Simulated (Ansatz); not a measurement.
```yaml
crystal:
  periodic: [false, false, false]
  atoms:
    - {symbol: N, position_ang: [-0.973069, 0.818064, 0.826251]}
    - {symbol: Hf, position_ang: [0.218969, -0.058388, -0.525651]}
    - {symbol: O, position_ang: [1.106164, -1.434158, 0.424540]}
    - {symbol: Br, position_ang: [-1.191016, -0.962064, -2.406261]}
    - {symbol: Br, position_ang: [1.826269, 1.650972, -1.439983]}
    - {symbol: H, position_ang: [-1.005890, 0.554002, 1.797729]}
    - {symbol: H, position_ang: [-1.055890, 0.554002, 1.797729]}
    - {symbol: H, position_ang: [1.657586, -2.166747, 0.683020]}
basis:
  gaussian: {orbitals: def2-TZVPD}
magnetization: {spin_polarized: true, initial_magnetization: 0}
hamiltonian: {xc: {name: r2SCANh}, dispersion: d4}
scf: {lower_state_search: off}
output: {forces: true}
```

```sh
$ ansatz run in.yaml --threads 4 --pin off --events-out ev --progress --plain --max-ram 10444MiB
```

Shortened log:

```
Functional definition: r2SCANh
1757 factors; their error is unknown
mean field evaluation 1: about -144730.9408 eV, gradient 5.4e1 eV
mean field evaluation 2: about -144640.0061 eV, gradient 1.5e2 eV
mean field evaluation 4: about -144740.9969 eV, gradient 1.2e1 eV
mean field evaluation 8: about -144741.7412 eV, gradient 1.5e-1 eV
mean field evaluation 16: about -144741.8065 eV, gradient 5.3e-4 eV
mean field -144741.80646646 eV, -5319.1632781221 hartree, gradient 5.1e-6 eV, S^2 0.000000; 0 other end points of the search recorded, 0 dependent functions left out
reference -144741.80649524 eV, -5319.1632791797 hartree; 50, 50 occupied and 211, 211 virtual orbitals, 1757 factors
Total energy: -144741.86464540 eV, -5319.1654161589 hartree
Atom 0 at    -0.973069     0.818064     0.826251 Å, force    -0.056902     1.524055    -4.158068 eV/Å
Atom 1 at     0.218969    -0.058388    -0.525651 Å, force     0.072529    -0.128459     0.101982 eV/Å
Atom 2 at     1.106164    -1.434158     0.424540 Å, force     0.067087    -0.024994    -0.119638 eV/Å
Atom 3 at    -1.191016    -0.962064    -2.406261 Å, force    -0.002726    -0.030663     0.038145 eV/Å
Atom 4 at     1.826269     1.650972    -1.439983 Å, force     0.018047    -0.013162     0.042961 eV/Å
Atom 5 at    -1.005890     0.554002     1.797729 Å, force  5736.930743    -0.657859     1.269969 eV/Å
Atom 6 at    -1.055890     0.554002     1.797729 Å, force -5737.051739    -0.641980     2.819881 eV/Å
Atom 7 at     1.657586    -2.166747     0.683020 Å, force     0.022961    -0.026939     0.004768 eV/Å
Dipole moment:     0.168005    -0.489425     0.826080 e Å
Checks for a lower state left out: stability, starts, cluster_reference, orbital_swaps, neighbouring_geometries, increment
```

In this input one atom was put on top of another. Self-consistency was reached. The result belongs to that input, not to the molecule as meant.
